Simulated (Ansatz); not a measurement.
Relaxation of C2H7BOS (12 atoms, charge 0, multiplicity 1), to a largest force component of 0.015 eV/Å in at most 40 steps.

Method: Ansatz 0.2.0, RKS PBE-D4/def2-mTZVP.

```xyz
12
Properties=species:S:1:pos:R:3
C -0.743 0.490 1.053
C 0.382 -0.214 0.417
S 1.799 0.892 0.297
B 0.089 -0.742 -1.042
O -0.344 0.170 -2.123
H -0.521 0.891 2.062
H -1.037 1.427 0.437
H -1.636 -0.117 1.116
H 0.649 -1.060 1.106
H 2.709 -0.152 -0.025
H 0.041 -1.912 -1.238
H -1.312 0.269 -2.027
```

Problem. Where does it end, and by what steps?

Solution. It converged. After 15 steps the energy has fallen by 1.158 eV; H11 moved furthest, 0.91 Å.

```csv
step,energy less start (eV),largest force component (eV/Å),accepted
0,0.0000,2.884,yes
1,-0.2339,1.709,yes
2,-0.3766,1.294,yes
3,-0.5392,0.504,yes
4,-0.7011,0.689,yes
5,-0.8823,1.120,yes
6,-1.0668,1.380,yes
7,-1.1380,0.222,yes
8,-1.1015,0.652,no
9,-1.1495,0.115,yes
10,-1.1533,0.231,yes
11,-1.1569,0.096,yes
12,-1.1564,0.205,no
13,-1.1577,0.039,yes
14,-1.1580,0.032,yes
15,-1.1581,0.008,yes
```

```xyz
12
Properties=species:S:1:pos:R:3
C -0.809 0.611 0.987
C 0.278 -0.300 0.428
S 1.851 0.714 0.276
B 0.139 -0.769 -1.074
O -0.758 -0.234 -1.956
H -0.566 0.968 1.998
H -0.964 1.506 0.362
H -1.765 0.068 1.047
H 0.483 -1.120 1.130
H 2.666 -0.316 -0.092
H 0.857 -1.629 -1.516
H -1.335 0.446 -1.556
```

Whether the end is a true minimum wasn't checked by a vibrational analysis.

The run took 26 s on 2 threads of INTEL(R) XEON(R) PLATINUM 8581C CPU @ 2.10GHz (Emerald Rapids) (shared host), peak memory 0.18 GiB.
